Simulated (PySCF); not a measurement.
# Ionisation energy of Sr by level of theory

Sr [Kr] 5s2 (1S) → Sr+ [Kr] 5s1 (2S), as a difference of total energies. Calculation: PySCF 2.14, in aug-cc-pVDZ-X2C (7s6p4d, 45 functions); the spin-free X2C one-electron Hamiltonian (Gaussian nucleus). Correlated levels: valence: [Kr] frozen. The calculations carry no spin-orbit coupling.

| method | ionisation energy (eV) |
| --- | --- |
| UHF | 4.752 |
| LDA | 5.903 |
| PBE | 5.737 |
| PBE0 | 5.648 |
| LC-wPBE | 5.462 |
| wB97M-V | 5.780 |
| M06-2X | 5.927 |
| wB97X | 5.885 |
| MP2 (valence) | 5.189 |

Problem. Estimate what r2SCAN gives.

Solution. 5.449 eV, closest to LC-wPBE among the rows shown.

Problem. Estimate what SCS-MP2 (valence) gives.

Solution. 5.276 eV, closest to MP2 (valence) among the rows shown.

Errors of the correlated levels include the incompleteness of this basis and the frozen core.

MP2 underrates the near-degeneracy of ns² with np² in the lower species.

For comparison: 5.695 eV (measured; NIST Atomic Spectra Database, ionization energies).
